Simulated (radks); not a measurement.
Results of a calculation; reference values are marked as such.
Initial-state core-level shifts of the xenon ion Xe3+ when its valence configuration changes from [Kr] 4d10 5s2 5p3. Level of theory: Dirac Kohn-Sham, LDA (Slater exchange, Perdew-Wang correlation), spin-unpolarised, spherical densities, point nucleus; open shells are shared between the two j in proportion to 2j + 1 (a radial shooting solver on a logarithmic mesh with Libxc functionals). Shifts are changes of the shell-averaged eigenvalues in eV (positive: less bound).

| valence | 2s | 3p | 3d | 4p |
|---|---|---|---|---|
| 4d8 5s2 5p5 | -22.730 | -21.262 | -21.560 | -16.475 |
| 4d9 5s2 5p4 | -11.228 | -10.542 | -10.682 | -8.256 |
| 4d9 5s1 5p5 | -12.528 | -11.863 | -12.004 | -9.513 |
| 4d10 5s1 5p4 | -1.350 | -1.371 | -1.371 | -1.315 |
| 4d10 5p5 | -2.674 | -2.718 | -2.717 | -2.606 |
| 4d10 5s1.5 5p3.5 | -0.679 | -0.689 | -0.689 | -0.661 |
| 4d8 5s1 5p6 | -23.985 | -22.538 | -22.837 | -17.680 |
| 4d7 5s2 5p6 | -34.507 | -32.160 | -32.634 | -24.661 |
| 4d8.5 5s1.5 5p5 | -17.586 | -16.531 | -16.749 | -12.988 |
